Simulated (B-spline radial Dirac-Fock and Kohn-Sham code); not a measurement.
## Rb 2s: cross section and angular parameters

System: the free rubidium atom in the configuration [Kr] 5s1; threshold 2065.0 eV (tabulated edge). The computed values come from an atomic code on a B-spline grid: Dirac-Hartree-Slater photoionisation with a Latter tail; cross sections with all multipoles, angular parameters from the dipole term and its interference with E2.

Input of the calculation (task.json; shells as n, l, electrons):

```json
{"items": [{
  "Z": 37,
  "q": 0,
  "cfg": [[1, 0, 2], [2, 0, 2], [2, 1, 6], [3, 0, 2], [3, 1, 6], [3, 2, 10], [4, 0, 2], [4, 1, 6], [5, 0, 1]],
  "A": 85,
  "rrms": 4.2036,
  "do": "xps",
  "hv": [66.2, 80, 85.1, 94.0, 100, 134.0, 150, 186.0, 202.0, 212.0, 235.0, 604.0, 620.0, 643.0, 769.0, 800, 932.0, 1440.0, 1550.0, 1950.0, 1990.0, 2000, 2290.0, 4000, 5414.7, 6930.0, 8830.0, 8930.0, 10000.0, 12000],
  "edges": {"K": 15200.0, "L1": 2065.0, "L2": 1864.0, "L3": 1804.0, "M1": 326.7, "M2": 248.7, "M3": 239.1, "M4": 113.0, "M5": 112.0}
}]}
```

Launch: `python xray2_run.py task.json out`

```tsv
hν (eV)	σ (kb)	β	γ
2290	55.6	1.997	0.612
4000	20.9	1.998	-0.065
5414.7	11.5	1.998	0.117
6930	6.90	1.998	0.377
8830	4.06	1.998	0.698
8930	?	?	?
10000	3.06	1.998	0.881
12000	2.01	1.997	1.175
```

Problem. Give the values at 8930 eV.

Solution. σ = 3.96 kb, β = 1.998, γ = 0.714. For an s subshell δ is negligible.
